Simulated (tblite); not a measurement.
Compound: C6H6OS.
Numbering: `[CH3:1][C@H:2]1[C:3](=[O:4])[CH:5]=[CH:6][C:7]1=[S:8]` (hydrogens: H9, H10, H11 on C1; H12 on C2; H13 on C5; H14 on C6)

All values are computed: GFN2-xTB (tblite) harmonic vibrations without scaling, gas phase. The method is semi-empirical: single wavenumbers can be off by several per cent or more.

Harmonic wavenumbers (cm⁻¹): 41.3, 171.2, 192.2, 214.8, 233.6, 285.3, 454.4, 499.0, 575.5, 656.7, 674.0, 795.5, 833.1, 842.8, 899.6, 997.5, 1037.2, 1047.6, 1094.8, 1115.6, 1162.6, 1188.4, 1228.9, 1249.6, 1315.4, 1397.4, 1481.5, 1488.3, 1558.4, 1765.1, 2933.6, 3036.9, 3045.7, 3052.6, 3120.7, 3136.3.

A = 3381, B = 1345, C = 1016 MHz; mass 126.014 u (most abundant isotopes); point group C1, symmetry number 1.

Task: What is the zero-point energy?

Result: ½Σν̃ = 22412 cm⁻¹ = 64.08 kcal/mol.

Task: What is S at 298.15 K and 1 bar for an ideal gas of classical rigid rotors and harmonic oscillators?

Result: Translation 40.43, rotation 28.63, vibration 19.14: S = 88.2 cal/(mol K).

Task: And Cp and H(298.15 K) − H(0)?

Result: Cp = 29.69 cal/(mol K), of which vibrations give 21.74 (their classical limit is 36 R = 71.5); H(298.15 K) − H(0) = 5.48 kcal/mol without the zero-point energy, 3.11 from vibrations.

Task: What must be added to the electronic energy to get the Gibbs energy at 298.15 K and 1 bar?

Result: ZPE + [H(298.15 K) − H(0)] − T·S = 64.08 + 5.48 − 26.30 = 43.26 kcal/mol.

Task: Blend soft modes into free rotors: weight 1/[1 + (100 cm⁻¹/ν̃)⁴] for the oscillator and the rest for a rotor with moment μB/(μ + B), μ = h/(8π²ν), B = 10⁻⁴⁴ kg m². What vibrational entropy results?

Result: 17.73 cal/(mol K) in place of 19.14, which changes −T·S at 298.15 K by +0.42 kcal/mol.

Task: How do the functions run with temperature in this model?

Result: 
| T (K) | S (cal/(mol K)) | Cp (cal/(mol K)) | H − H(0) (kcal/mol) | G − H(0) (kcal/mol) | ln q(vib) |
| --- | --- | --- | --- | --- | --- |
| 100 | 65.5 | 14.8 | 1.09 | -5.45 | 1.06 |
| 200 | 78.0 | 22.1 | 2.94 | -12.66 | 2.69 |
| 300 | 88.4 | 29.8 | 5.53 | -20.99 | 4.42 |
| 500 | 107.1 | 43.7 | 12.96 | -40.57 | 8.01 |
| 800 | 130.7 | 56.5 | 28.19 | -76.36 | 13.33 |
| 1000 | 143.9 | 61.8 | 40.04 | -103.84 | 16.66 |

q(vib) and H(0) count from the zero-point level.

Hindered rotation and anharmonicity are outside this model. The structure is chiral; the term R ln 2 for an equal mix with its mirror image is left out.
